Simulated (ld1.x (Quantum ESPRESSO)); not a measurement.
B (Z = 5), RRKJ: configuration errors across variants

- Element: boron
- Generator: ld1.x (Quantum ESPRESSO) 7.5
- Type: norm-conserving RRKJ (Kleinman–Bylander form)
- Functional: PBE
- Relativity: scalar-relativistic
- Frozen core: [He]
- Valence charge: 3
- Reference configuration: 2s1.75 2p1.25
- Partial waves: 2s (bound): rc 1.20 bohr; 2p (bound): rc 2.75 bohr
- Local potential: the p channel
- Core correction: Bessel-smoothed model core inside 0.90 bohr

All-electron excitation energies from the reference (eV): (1) 2s2 2p1 -1.460; (2) 2s2 2p0 6.760; (3) 2s1 2p0 32.182; (4) 2s1 2p2 4.391; (5) 2s1 2p1 12.901; (6) 2s0 2p3 10.261; (7) 2s2 2p0.5 1.427.

Errors AE − PS in meV (a dash: test not solved or not reliable):

| change | (1) | (2) | (3) | (4) | (5) | (6) | (7) | bound ghosts |
| --- | --- | --- | --- | --- | --- | --- | --- | --- |
| base | -0.8 | +64 | +247 | -7.0 | -28 | -39 | +9.3 | none |
| wave 2p (bound): rc 2.75 bohr becomes 2p (bound): rc 2.44 bohr | -0.4 | +41 | +171 | -3.5 | -16 | -20 | +5.7 | none |
| wave 2p (bound): rc 2.75 bohr becomes 2p (bound): rc 2.70 bohr | -0.7 | +59 | +228 | -6.2 | -25 | -35 | +8.4 | none |
| wave 2p (bound): rc 2.75 bohr becomes 2p (bound): rc 3.10 bohr | -1.3 | +106 | +370 | -12 | -42 | -64 | +16 | none |
| wave 2p (bound): rc 2.75 bohr becomes 2p (bound): rc 3.62 bohr | -2.2 | +191 | +611 | -19 | -58 | -105 | +32 | none |
| wave 2p (bound): rc 2.75 bohr becomes 2p (bound): rc 4.12 bohr | -3.2 | +299 | +904 | -29 | -65 | -156 | +54 | none |

Task: Give the same row for: wave 2p (bound): rc 2.75 bohr becomes 2p (bound): rc 1.80 bohr.

Result: +0.1, +18, +89, +1.3, -0.1, +7.8, +2.7; bound ghosts: none.
